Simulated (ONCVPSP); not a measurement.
**Logarithmic derivatives: cadmium, ONCV**

Cd, optimised norm-conserving Vanderbilt (ONCV), made with ONCVPSP 4.0.1 (PBEsol, scalar-relativistic). Core [Ar] 3d10, reference 4s2 4p6 4d10 5s1.5 (charge +0.5). Waves: 4s+5s: rc 1.70 bohr, ncon 4, nbas 7, qcut 6.7 1/bohr, 2 projectors; 4p: rc 1.60 bohr, ncon 4, nbas 7, qcut 8.3 1/bohr, 2 projectors, debl 2.6 Ha; 4d: rc 1.20 bohr, ncon 4, nbas 7, qcut 9.3 1/bohr, 2 projectors, debl 3.3 Ha. Local part: polynomial inside 1.20 bohr (lpopt 2, dvloc0 0 Ha). Core correction: none.

In the p channel the program set the typed energies aside and used -2.615, 0.250 Ha.

The phase is arctan(r·R′/R) of the radial function R(r), unwrapped; energies in Ha, scanned from -6 to 5 Ha. A pole is an energy at which the radial function vanishes at the test radius. The pseudo phase is shifted by a multiple of π to meet the all-electron one at the reference energy, and phase errors are pseudo minus all-electron; the curves can meet again beyond the range given. Levels narrower than the energy grid can be missing from the lists of poles.

| channel | radius (bohr) | reference energy (Ha) | poles, all-electron | poles, pseudo | unbroken range about the reference energy with phases within 0.05 rad | phase error 1 Ha above the reference energy (rad) |
| --- | --- | --- | --- | --- | --- | --- |
| s | 1.73 | -0.34 | -3.90, 4.45 | -3.90, 2.68 | below 1.8 | -0.019 |
| p | 1.63 | -2.61 | -2.22 | -2.22 | the whole range | -0.000 |
| d | 1.22 | -0.59 | 2.44 | 2.44 | the whole range | -0.000 |

Phases in the p channel:

```json
{"E (Ha)": "-5.96", "all-electron": "1.306", "pseudo": "1.306"}
{"E (Ha)": "-5.40", "all-electron": "1.277", "pseudo": "1.277"}
{"E (Ha)": "-4.84", "all-electron": "1.234", "pseudo": "1.233"}
{"E (Ha)": "-4.28", "all-electron": "1.159", "pseudo": "1.159"}
{"E (Ha)": "-3.72", "all-electron": "0.987", "pseudo": "0.986"}
{"E (Ha)": "-3.16", "all-electron": "0.147", "pseudo": "0.147"}
{"E (Ha)": "-2.60", "all-electron": "-1.343", "pseudo": "-1.343"}
{"E (Ha)": "-2.04", "all-electron": "-1.629", "pseudo": "-1.629"}
{"E (Ha)": "-1.48", "all-electron": "-1.752", "pseudo": "-1.752"}
{"E (Ha)": "-0.92", "all-electron": "-1.848", "pseudo": "-1.848"}
{"E (Ha)": "-0.36", "all-electron": "-1.959", "pseudo": "-1.959"}
{"E (Ha)": "0.20", "all-electron": "-2.123", "pseudo": "-2.123"}
{"E (Ha)": "0.76", "all-electron": "-2.426", "pseudo": "-2.426"}
{"E (Ha)": "1.32", "all-electron": "-3.032", "pseudo": "-3.033"}
{"E (Ha)": "1.88", "all-electron": "-3.756", "pseudo": "-3.757"}
{"E (Ha)": "2.44", "all-electron": "-4.160", "pseudo": "-4.161"}
{"E (Ha)": "3.00", "all-electron": "-4.357", "pseudo": "-4.359"}
{"E (Ha)": "3.56", "all-electron": "-4.469", "pseudo": "-4.471"}
{"E (Ha)": "4.12", "all-electron": "-4.541", "pseudo": "-4.543"}
{"E (Ha)": "4.68", "all-electron": "-4.592", "pseudo": "-4.595"}
```
